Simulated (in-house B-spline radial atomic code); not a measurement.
# B97-1 excitations of Se V (Se4+)

Method: B97-1. Computed with an all-electron radial atomic-structure program (B-spline basis): linear response of the closed shell [Ar] 3d10 4s2 with the functional's adiabatic kernel; non-relativistic, point nucleus, no spin-orbit coupling, no double excitations, S, P, D and F terms only; shells from n = 2 respond. Only terms of natural parity with L up to 3 were computed.

Without relativity these are model numbers for so heavy an element.

Command:
```bash
python run_td.py task.json out
```
Settings (radii: box in bohr, nucleus in fm):
```
Z                        34
electrons                30
configuration            [Ar] 3d10 4s2
hamiltonian              nr
method                   b97_1
box_radius               19.1
intervals                54
```

Time taken, with all properties: 0.7 s on 1 thread of Intel(R) Xeon(R) 6975P-C (Granite Rapids), with other jobs on the host.

The lowest states, in the order of their Tamm-Dancoff energies; the method's threshold (minus the highest occupied level) is 61.76 eV. Labels give the largest channel, * marks a mixed state, and oscillator strengths are full-response dipole values. Semilocal kernels can invert the small singlet-triplet splittings of Rydberg terms. Energies in eV:

```json
{"state": "4s → 4p 3P", "full response": "11.127", "Tamm-Dancoff": "11.267", "oscillator strength": "-"}
{"state": "4s → 4p 1P", "full response": "15.681", "Tamm-Dancoff": "16.284", "oscillator strength": "1.57"}
{"state": "4s → 4d 3D", "full response": "30.57", "Tamm-Dancoff": "30.60", "oscillator strength": "-"}
{"state": "4s → 4d 1D", "full response": "31.42", "Tamm-Dancoff": "31.44", "oscillator strength": "-"}
{"state": "4s → 5s 3S", "full response": "34.67", "Tamm-Dancoff": "34.68", "oscillator strength": "-"}
{"state": "4s → 5s 1S", "full response": "35.50", "Tamm-Dancoff": "35.53", "oscillator strength": "-"}
{"state": "4s → 5p 3P", "full response": "?", "Tamm-Dancoff": "?", "oscillator strength": "-"}
{"state": "4s → 5p 1P", "full response": "39.42", "Tamm-Dancoff": "39.47", "oscillator strength": "0.0516"}
{"state": "4s → 4f 3F", "full response": "43.79", "Tamm-Dancoff": "43.80", "oscillator strength": "-"}
{"state": "4s → 4f 1F", "full response": "43.83", "Tamm-Dancoff": "43.83", "oscillator strength": "-"}
{"state": "4s → 5d 3D", "full response": "45.34", "Tamm-Dancoff": "45.35", "oscillator strength": "-"}
{"state": "4s → 5d 1D", "full response": "45.94", "Tamm-Dancoff": "45.95", "oscillator strength": "-"}
{"state": "4s → 6s 3S", "full response": "?", "Tamm-Dancoff": "?", "oscillator strength": "-"}
{"state": "4s → 6s 1S", "full response": "47.22", "Tamm-Dancoff": "47.23", "oscillator strength": "-"}
{"state": "4s → 6p 3P", "full response": "48.85", "Tamm-Dancoff": "48.85", "oscillator strength": "-"}
{"state": "4s → 6p 1P", "full response": "48.92", "Tamm-Dancoff": "48.94", "oscillator strength": "0.0253"}
```

(1) Where does 4s → 5p 3P lie?

(2) Where does 4s → 6s 3S lie?

(3) How large is the singlet-triplet splitting of 4s → 4p (P terms) in Tamm-Dancoff?

(4) What polarisabilities and dispersion coefficient does the method give?

## Answers

(1) At 38.82 eV in full response, 38.84 eV in Tamm-Dancoff.

(2) At 47.02 eV in full response, 47.02 eV in Tamm-Dancoff.

(3) 5.02 eV, from the unrounded values.

(4) Dipole 5.214 bohr³, quadrupole 8.813 bohr⁵, C6 13.83 hartree·bohr⁶ for two such species.
